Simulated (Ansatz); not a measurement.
Total energies of GeBrMe3 (C3H9BrGe) from Ansatz at PBE0-D4/def2-TZVP, gas phase (1 Eh = 27.2114 eV = 2625.5 kJ/mol). The reference geometry is relaxed at r2SCAN-D4/def2-SVP.

```csv
state,geometry,energy (Eh)
charge 0 singlet,reference,-4770.31722
charge 1 doublet,reference,-4769.95884
charge 1 doublet,relaxed at r2SCAN-D4/def2-SVP,-4769.97070
free Ge atom (triplet),–,-2076.65516
free Br atom (doublet),–,-2573.81189
free C atom (triplet),–,-37.80537
free H atom (doublet),–,-0.50104
```

(1) Work out the vertical ionisation energy to the doublet.

(2) How much does the charge 1 doublet relax, and what is the adiabatic ionisation energy?

(3) What is the binding energy per atom against free atoms?

(1) E(charge 1 doublet) − E(charge 0 singlet) = -4769.95884 − (-4770.31722) = 0.35838 Eh = 9.75 eV. For comparison, −ε of the highest occupied level is 7.74 eV at this level, 2.01 eV less.

(2) Relaxation: -4769.95884 − (-4769.97070) = 0.01186 Eh = 0.32 eV. Adiabatic ionisation energy: 0.34652 Eh = 9.43 eV, without zero-point energy. 

(3) Atoms: 1 × (-2076.65516) + 1 × (-2573.81189) + 3 × (-37.80537) + 9 × (-0.50104) = -4768.39252 Eh. Binding: -4768.39252 − (-4770.31722) = 1.92470 Eh = 52.37 eV, or 3.74 eV for each of 14 atoms (no zero-point energy, no counterpoise term).
